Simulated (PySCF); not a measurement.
# Radial density of Te⁺ (tellurium, charge +1)

BP86, [Kr] 4d10 5s2 5p3, high-spin 4S determinant. Calculation: PySCF 2.14, in cc-pVDZ-PP with ECP28MDF; a scalar-relativistic core potential. This is the valence pseudo-density: the core potential removes the inner electrons and smooths the orbitals near the nucleus.

| r (bohr) | 4πr²ρ (e/bohr) | 4πr²(ρα − ρβ) |
| --- | --- | --- |
| 0.00207 | 1.916e-05 | 0.0000 |
| 0.00348 | 5.347e-05 | 0.0000 |
| 0.00586 | 0.0001456 | 0.0000 |
| 0.00986 | 0.0003710 | 0.0000 |
| 0.0166 | 0.0008073 | 0.0000 |
| 0.0279 | 0.001342 | 0.0000 |
| 0.0469 | 0.001864 | 0.0000 |
| 0.0789 | 0.003015 | 0.0000 |
| 0.133 | 0.01982 | 0.0002 |
| 0.223 | 0.2495 | 0.0031 |
| 0.375 | 3.971 | 0.0644 |
| 0.632 | 23.52 | 0.3139 |
| 1.06 | 15.38 | 0.0106 |
| 1.79 | 4.120 | 1.4074 |
| 3.01 | 1.232 | 0.8808 |
| 5.06 | 0.07612 | 0.0701 |
| 8.50 | 5.750e-05 | 0.0001 |

Energies and moments cover only the electrons outside the core potential.
